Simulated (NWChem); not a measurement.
System: CCl2, singlet; SMILES [C](Cl)Cl

Excerpt of the output:

```
             Northwest Computational Chemistry Package (NWChem) 7.3.0
             --------------------------------------------------------

                             Geometry "geometry" -> ""
                             -------------------------

 Output coordinates in angstroms (scale by  1.889725989 to convert to a.u.)

  No.       Tag          Charge          X              Y              Z
 ---- ---------------- ---------- -------------- -------------- --------------
    1 Cl                  17.0000     1.39471500     0.00000000    -0.15923800
    2 C                    6.0000     0.00000000     0.00000000     0.82669500
    3 Cl                  17.0000    -1.39471500     0.00000000    -0.15923800

 Effective nuclear repulsion energy (a.u.)     118.0291355863

  pbe96 is a nonlocal functional; adding pw91lda local functional.
                              NWChem Property Module
                              ----------------------

  itol2e modified to match energy
  convergence criterion.

                                 NWChem DFT Module
                                 -----------------

 Summary of "ao basis" -> "ao basis" (spherical)
 ------------------------------------------------------------------------------
       Tag                 Description            Shells   Functions and Types
 ---------------- ------------------------------  ------  ---------------------
 Cl                          6-31g*                  8       18   4s3p1d
 C                           6-31g*                  6       14   3s2p1d

  itol2e modified to match energy
  convergence criterion.

            General Information
            -------------------
          SCF calculation type: DFT
          Wavefunction type:  closed shell.
          No. of atoms     :     3
          No. of electrons :    40
           Alpha electrons :    20
            Beta electrons :    20
          Charge           :     0
          Spin multiplicity:     1
          Use of symmetry is: off; symmetry adaption is: off
          Maximum number of iterations: 150
          AO basis - number of functions:    50
                     number of shells:    22
          Convergence on energy requested:  1.00D-07
          Convergence on density requested:  1.00D-05
          Convergence on gradient requested:  5.00D-04

              XC Information
              --------------
          PerdewBurkeErnzerhof Exchange Functional  1.000
            Perdew 1991 LDA Correlation Functional  1.000 local
           PerdewBurkeErnz. Correlation Functional  1.000 non-local

             Grid Information
             ----------------
          Grid used for XC integration:  fine
          Radial quadrature: Mura-Knowles
          Angular quadrature: Lebedev.
          Tag              B.-S. Rad. Rad. Pts. Rad. Cut. Ang. Pts.
          ---              ---------- --------- --------- ---------
          Cl                  1.00      123           9.0       770
          C                   0.70       70           7.0       590
          Grid pruning is: on
          Number of quadrature shells:   316
          Spatial weights used:  Erf1

      Superposition of Atomic Density Guess
      -------------------------------------

 Sum of atomic energies:        -956.56141958

      Non-variational initial energy
      ------------------------------

 Total energy =    -957.110282
 1-e energy   =   -1555.901871
 2-e energy   =     480.762453
 HOMO         =      -0.235665
 LUMO         =      -0.043401

   convergence    iter        energy       DeltaE   RMS-Dens  Diis-err
 ---------------- ----- ----------------- --------- --------- ---------
 d= 0,ls=0.0,diis     1   -957.8270246525 -1.08D+03  3.87D-02  7.56D-01
 d= 0,ls=0.0,diis     2   -957.2263429766  6.01D-01  2.96D-02  5.33D+00
 d= 0,ls=0.0,diis     3   -957.9228975078 -6.97D-01  5.68D-03  3.08D-02
 d= 0,ls=0.0,diis     4   -957.9260106947 -3.11D-03  2.00D-03  1.12D-02
 d= 0,ls=0.0,diis     5   -957.9276132229 -1.60D-03  1.77D-04  6.22D-05
  Resetting Diis
 d= 0,ls=0.0,diis     6   -957.9276225243 -9.30D-06  2.16D-05  9.20D-07
 d= 0,ls=0.0,diis     7   -957.9276226486 -1.24D-07  8.65D-06  4.24D-08
 d= 0,ls=0.0,diis     8   -957.9276226456  2.99D-09  5.64D-06  6.33D-08

         Total DFT energy =     -957.927622645630
      One electron energy =    -1555.794662281216
           Coulomb energy =      541.252998501460
    Exchange-Corr. energy =      -61.415094452219
 Nuclear repulsion energy =      118.029135586344

 Numeric. integr. density =       39.999999548868

                       DFT Final Molecular Orbital Analysis
                       ------------------------------------

 Vector   18  Occ=2.000000D+00  E=-3.207409D-01
              MO Center= -4.5D-07, -2.0D-10, -1.5D-01, r^2= 3.1D+00
   Bfn.  Coefficient  Atom+Function         Bfn.  Coefficient  Atom+Function
  ----- ------------  ---------------      ----- ------------  ---------------
     8      0.540112  1 Cl py                40     -0.540113  3 Cl py
    12      0.276588  1 Cl py                44     -0.276588  3 Cl py
     4     -0.209802  1 Cl py                36      0.209802  3 Cl py

 Vector   19  Occ=2.000000D+00  E=-2.928558D-01
              MO Center= -3.4D-07,  2.6D-10, -1.2D-01, r^2= 3.2D+00
   Bfn.  Coefficient  Atom+Function         Bfn.  Coefficient  Atom+Function
  ----- ------------  ---------------      ----- ------------  ---------------
     7      0.425081  1 Cl px                39      0.425081  3 Cl px
     9      0.361735  1 Cl pz                41     -0.361735  3 Cl pz
    11      0.221638  1 Cl px                43      0.221638  3 Cl px
    13      0.188192  1 Cl pz                45     -0.188192  3 Cl pz
     3     -0.163016  1 Cl px                35     -0.163016  3 Cl px

 Vector   20  Occ=2.000000D+00  E=-2.158686D-01
              MO Center= -5.1D-08,  7.7D-09,  6.7D-01, r^2= 2.3D+00
   Bfn.  Coefficient  Atom+Function         Bfn.  Coefficient  Atom+Function
  ----- ------------  ---------------      ----- ------------  ---------------
    24      0.544326  2 C  s                 23      0.375928  2 C  pz
     9     -0.366798  1 Cl pz                41     -0.366799  3 Cl pz
    27      0.252598  2 C  pz                20      0.237837  2 C  s
    13     -0.210542  1 Cl pz                45     -0.210542  3 Cl pz
     5      0.138250  1 Cl pz                37      0.138250  3 Cl pz

 Vector   21  Occ=0.000000D+00  E=-1.514534D-01
              MO Center= -6.7D-08, -9.4D-09,  5.1D-01, r^2= 2.0D+00
   Bfn.  Coefficient  Atom+Function         Bfn.  Coefficient  Atom+Function
  ----- ------------  ---------------      ----- ------------  ---------------
    22      0.584477  2 C  py                26      0.507787  2 C  py
     8     -0.311049  1 Cl py                40     -0.311049  3 Cl py
    12     -0.230854  1 Cl py                44     -0.230854  3 Cl py
     4      0.116326  1 Cl py                36      0.116326  3 Cl py
    14     -0.049797  1 Cl d -2              46      0.049797  3 Cl d -2

 Vector   22  Occ=0.000000D+00  E=-2.887884D-02
              MO Center=  1.8D-07, -1.1D-11,  8.4D-02, r^2= 3.2D+00
   Bfn.  Coefficient  Atom+Function         Bfn.  Coefficient  Atom+Function
  ----- ------------  ---------------      ----- ------------  ---------------
    24      1.288415  2 C  s                 27     -0.720454  2 C  pz
    11      0.607143  1 Cl px                43     -0.607143  3 Cl px
    10     -0.565985  1 Cl s                 42     -0.565984  3 Cl s
    23     -0.467115  2 C  pz                 7      0.308621  1 Cl px
    39     -0.308621  3 Cl px                13     -0.303186  1 Cl pz

 Vector   23  Occ=0.000000D+00  E= 2.891332D-02
              MO Center= -2.3D-07,  4.2D-10,  2.3D-01, r^2= 3.2D+00
   Bfn.  Coefficient  Atom+Function         Bfn.  Coefficient  Atom+Function
  ----- ------------  ---------------      ----- ------------  ---------------
    25      0.986965  2 C  px                21      0.604026  2 C  px
    10     -0.576490  1 Cl s                 42      0.576490  3 Cl s
    11      0.524194  1 Cl px                43      0.524194  3 Cl px
    13     -0.507358  1 Cl pz                45      0.507358  3 Cl pz
     9     -0.212616  1 Cl pz                41      0.212616  3 Cl pz

     Multipole analysis of the density
     ---------------------------------

     L   x y z        total         alpha         beta         nuclear
     -   - - -        -----         -----         ----         -------
     0   0 0 0     -0.000000    -20.000000    -20.000000     40.000000

     1   1 0 0     -0.000001     -0.000000     -0.000000      0.000000
     1   0 1 0     -0.000000     -0.000000     -0.000000      0.000000
     1   0 0 1     -0.487033      0.185378      0.185378     -0.857788

     2   2 0 0    -21.584378   -128.883389   -128.883389    236.182400
     2   1 1 0      0.000000      0.000000      0.000000      0.000000
     2   1 0 1      0.000000      0.000000      0.000000      0.000000
     2   0 2 0    -21.789213    -10.894607    -10.894607      0.000000
     2   0 1 1     -0.000000     -0.000000     -0.000000      0.000000
     2   0 0 2    -24.465224    -21.093631    -21.093631     17.722038

          -----------------------
          Electric field gradient
          -----------------------

 1 a.u. = 0.324123 10**(16) esu/cm**3  ( or statvolts/cm**2 ) = 0.97174 10**(22) v/m**2

 ------------------------------------------------------------
   Atom      X         Y         Z
 ------------------------------------------------------------
    1 Cl   2.63563   0.00000  -0.30092
 ------------------------------------------------------------

 Electric field gradient in molecular frame (a.u.)
         XX             YY             ZZ             XY             XZ             YZ
 ------------------------------------------------------------------------------------------
       -1.096962       0.100814       0.996148      -0.000000       2.173488       0.000000

 Principal components (a.u.) and orientation
 of principal axis w.r.t. absolute frame                      Asymmetry parameter eta
 --------------------------------------------------------------------------------------
       -2.462736       2.361922       0.100814                       0.918128

        0.846710       0.532054      -0.000000
        0.000000       0.000000       1.000000
       -0.532054       0.846710      -0.000000

 ------------------------------------------------------------
   Atom      X         Y         Z
 ------------------------------------------------------------
    2 C    0.00000   0.00000   1.56223
 ------------------------------------------------------------

 Electric field gradient in molecular frame (a.u.)
         XX             YY             ZZ             XY             XZ             YZ
 ------------------------------------------------------------------------------------------
       -0.001893      -0.588018       0.589911       0.000000       0.000000       0.000000

 Principal components (a.u.) and orientation
 of principal axis w.r.t. absolute frame                      Asymmetry parameter eta
 --------------------------------------------------------------------------------------
        0.589911      -0.588018      -0.001893                       0.993584

        0.000000      -0.000000       1.000000
        0.000000       1.000000       0.000000
        1.000000      -0.000000      -0.000000

 ------------------------------------------------------------
   Atom      X         Y         Z
 ------------------------------------------------------------
    3 Cl  -2.63563   0.00000  -0.30092
 ------------------------------------------------------------

 Electric field gradient in molecular frame (a.u.)
         XX             YY             ZZ             XY             XZ             YZ
 ------------------------------------------------------------------------------------------
       -1.096962       0.100814       0.996149       0.000000      -2.173488       0.000000

 Principal components (a.u.) and orientation
 of principal axis w.r.t. absolute frame                      Asymmetry parameter eta
 --------------------------------------------------------------------------------------
       -2.462736       2.361922       0.100814                       0.918129

        0.846710      -0.532054       0.000000
       -0.000000       0.000000       1.000000
        0.532054       0.846710      -0.000000
```

Level: PBE/6-31G* (spherical d). Low-valent species are run as closed-shell singlets; no triplet was tried in these runs. Geometry: optimised at PBE0-D3(BJ)/def2-TZVP. NWChem prints the field gradient with the sign opposite to the second derivative of the potential.

Question: Write an input that gives this output.

Answer: One answer among several that fit: the input that was run:
```
start job
memory heap 200 mb stack 700 mb global 900 mb
geometry units angstroms noautosym nocenter noautoz
  Cl     1.394715     0.000000    -0.159238
  C      0.000000     0.000000     0.826695
  Cl    -1.394715     0.000000    -0.159238
end
basis spherical
  * library 6-31g*
end
dft
  xc xpbe96 cpbe96
  iterations 150
end
property
  efieldgrad
end
task dft property
```
